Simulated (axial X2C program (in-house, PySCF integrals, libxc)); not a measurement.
Bond lengths and stretching modes, held linear, of SnCN⁻

Computed with an axial X2C code built on PySCF integrals: two-component X2C with atomic mean-field Coulomb and Gaunt terms, Gaussian nuclei, basis Sn dyall-v3z, C dyall-v3z, N dyall-av3z with contracted cores. Spin-free rows use the one-electron spin-free X2C Hamiltonian.

Masses Sn 119.902, C 12.000, N 14.003 u. States: 2c Ω = 1 (beyond evenly filled blocks: ω = -1/2, ω = 3/2); spin-free M_S = 1, Λ = 0 (beyond evenly filled blocks: π+α, π-α).

PBE0, spin-free: energies above the lowest point

```json
{"r(Sn–C) (Å)": "2.1733", "r(C–N) (Å)": "1.1359", "E (meV)": "58.51"}
{"r(Sn–C) (Å)": "2.1733", "r(C–N) (Å)": "1.1650", "E (meV)": "11.95"}
{"r(Sn–C) (Å)": "2.1733", "r(C–N) (Å)": "1.1941", "E (meV)": "59.19"}
{"r(Sn–C) (Å)": "2.2290", "r(C–N) (Å)": "1.1359", "E (meV)": "44.43"}
{"r(Sn–C) (Å)": "2.2290", "r(C–N) (Å)": "1.1650", "E (meV)": "0.00"}
{"r(Sn–C) (Å)": "2.2290", "r(C–N) (Å)": "1.1941", "E (meV)": "49.73"}
{"r(Sn–C) (Å)": "2.2290", "r(C–N) (Å)": "1.2233", "E (meV)": "177.32"}
{"r(Sn–C) (Å)": "2.2847", "r(C–N) (Å)": "1.1359", "E (meV)": "55.02"}
{"r(Sn–C) (Å)": "2.2847", "r(C–N) (Å)": "1.1650", "E (meV)": "12.14"}
{"r(Sn–C) (Å)": "2.2847", "r(C–N) (Å)": "1.1941", "E (meV)": "63.72"}
{"r(Sn–C) (Å)": "2.3405", "r(C–N) (Å)": "1.1650", "E (meV)": "42.93"}
{"r(Sn–C) (Å)": "2.3405", "r(C–N) (Å)": "1.2233", "E (meV)": "227.23"}
```

Problem. Fit a quadratic surface with cubic terms in each bond: where is the minimum, and what are the two stretching wavenumbers?

Solution. At PBE0, spin-free: bonds 2.227 and 1.163 Å; harmonic stretches 313.5 and 2182.2 cm⁻¹; force constants 1.25, 18 and coupling 0.18 mdyn/Å.

The other levels and Hamiltonians give:

| Hamiltonian | level | r(Sn–C) (Å) | r(C–N) (Å) | lower stretch (cm⁻¹) | upper stretch (cm⁻¹) |
| --- | --- | --- | --- | --- | --- |
| 2c | PBE0 | 2.228 | 1.163 | 312.2 | 2181.9 |
| 2c | HF | 2.288 | 1.141 | 278.8 | 2325.2 |
| 2c | PBE | 2.238 | 1.178 | 305.8 | 2068.6 |
| spin-free | HF | 2.286 | 1.141 | 281.2 | 2325.6 |
| spin-free | PBE | 2.236 | 1.178 | 307.2 | 2068.8 |

Each state is one determinant, the lowest of a limited PBE0 search; the stretches come from a fit to these few points and carry an uncertainty of a few per cent. Other orders of the atoms were not compared. Left out for rough or failed fits: MP2 2c, MP2 spin-free. For an anion the highest level of a functional can be positive, and the basis then holds the extra electron. The molecule was held linear; bending was not examined, so a bent shape may lie lower. Open-shell Ω = 0 determinants with evenly filled partner blocks cannot be reached by this program, so the Ω shown need not be the lowest component. Note: several unpaired electrons, one determinant need not be a pure state.
